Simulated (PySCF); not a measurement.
Gas-phase reaction: TiCl3NH2 + Cl + H ⇌ TiCl4 + NH3

Computed with PySCF and rigid-rotor harmonic-oscillator thermochemistry at 1 bar. † marks an energy on the PBE0/def2-TZVP geometry and frequencies; other levels use their own. MP2 and CCSD(T) freeze the core. 6-31G* has spherical d functions here. Open shells (unrestricted): Cl (multiplicity 2, electronic degeneracy 6), H (multiplicity 2); the rest are closed-shell singlets. Spin-orbit splitting is ignored; it lowers the true energy and changes the entropy of Cl. B3LYP is the form with VWN-RPA correlation. TiCl3NH2: computed as isolated molecules; such fragments, hydroxides, amides, oligomers or adducts are transient or little studied in the gas. MP2 isn't extrapolated to the basis-set limit; its ΔH°(298 K) is -451.6 kJ in def2-SVP and -491.1 kJ in def2-TZVPP. CCSD(T) isn't extrapolated to the basis-set limit. The harmonic model lacks anharmonicity and excited electronic states, which grow with temperature; levels with a mode under 35 cm⁻¹ are left out. Soft modes under 120 cm⁻¹ make the harmonic entropy rough for TiCl3NH2, TiCl4. Warning, large T1 diagnostic: TiCl4, TiCl3NH2 (CCSD(T)/def2-SVP†).

| level | ΔE electronic, kJ | ΔH°(298 K), kJ | ΔS°(298 K), J/K | ΔG°(800 K), kJ |
|---|---|---|---|---|
| B3LYP/6-31G* | -476 | -450 | -127 | -342 |
| B3LYP/def2-TZVP† | -506 | -480 | -128 | -371 |
| CCSD(T)/def2-SVP† | -473 | -447 | -128 | -338 |
| HF/def2-TZVP† | -378 | -353 | -128 | -243 |
| MP2/def2-SVP† | -477 | -452 | -128 | -342 |
| MP2/def2-TZVPP† | -516 | -491 | -128 | -382 |
| PBE/def2-TZVP† | -516 | -490 | -128 | -381 |
| r2SCAN/def2-TZVP† | -516 | -491 | -128 | -381 |
| ωB97X-V/def2-TZVP† | -503 | -478 | -128 | -368 |
ΔH° is lowest at MP2/def2-TZVPP† and highest at HF/def2-TZVP†. No reference value is set beside these.
